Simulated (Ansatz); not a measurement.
Relaxation of CH$_{6}$Ge (8 atoms, charge 0, multiplicity 1), to a largest force component of 0.02 eV/Å in at most 40 steps.

Level of theory: RKS PBE-D4/def2-SVP in Ansatz.

```xyz
8
Properties=species:S:1:pos:R:3:forces:R:3
Ge 0.000 0.000 0.000 0.04 -0.03 0.03
H 0.000 0.000 1.550 0.03 -0.08 0.04
H 1.462 0.000 -0.516 0.05 -0.07 0.04
C -0.923 1.599 -0.653 -0.07 0.13 -0.05
H -1.976 1.346 -0.897 0.09 0.13 0.02
H -0.905 2.384 0.132 -0.03 -0.01 -0.16
H -0.413 1.976 -1.564 -0.14 0.03 0.08
H -0.730 -1.265 -0.516 0.04 -0.10 0.01
```

Task: Where does it end, and by what steps?

Result: The forces met the threshold. After 8 steps the energy has fallen by 0.043 eV; H6 moved furthest, 0.43 Å.

| step | energy less start (eV) | largest force component (eV/Å) | accepted |
| --- | --- | --- | --- |
| 0 | 0.0000 | 0.155 | yes |
| 1 | -0.0133 | 0.067 | yes |
| 2 | -0.0178 | 0.033 | yes |
| 3 | -0.0166 | 0.552 | no |
| 4 | -0.0280 | 0.027 | yes |
| 5 | -0.0347 | 0.168 | yes |
| 6 | -0.0383 | 0.198 | yes |
| 7 | -0.0419 | 0.071 | yes |
| 8 | -0.0429 | 0.001 | yes |

```xyz
8
Properties=species:S:1:pos:R:3
Ge 0.000 0.000 0.000
H -0.244 -0.183 1.523
H 1.529 0.120 -0.243
C -0.927 1.606 -0.656
H -2.020 1.509 -0.503
H -0.573 2.504 -0.112
H -0.732 1.748 -1.736
H -0.518 -1.264 -0.737
```

Whether the end is a true minimum wasn't checked by a vibrational analysis.

Time of the run: 17 s on 1 thread of Arm Neoverse V1, with other jobs on the host, peak memory 0.13 GiB.
